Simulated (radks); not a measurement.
Values are calculated unless marked as measured or tabulated.
The barium ion Ba12+ is in [Kr] 4d(3/2: 4, 5/2: 4). Level of theory: Dirac Kohn-Sham, BLYP, spin-unpolarised, spherical densities, finite nucleus; Fermi nuclear charge, rms radius of each element as measured or else 0.836 A^(1/3) + 0.57 fm (a radial shooting solver on a logarithmic mesh with Libxc functionals). Sub-shells are occupied by j as written (lower j first in brackets). One electron is removed from 4p1/2, 4p3/2, 4d5/2, 4d3/2 in turn, with full relaxation. Which removal costs least, and what does each cost?

Answer. 4d5/2 298.12 eV; 4d3/2 301.22 eV; 4p3/2 389.36 eV; 4p1/2 406.20 eV. The 4d5/2 electron leaves first.
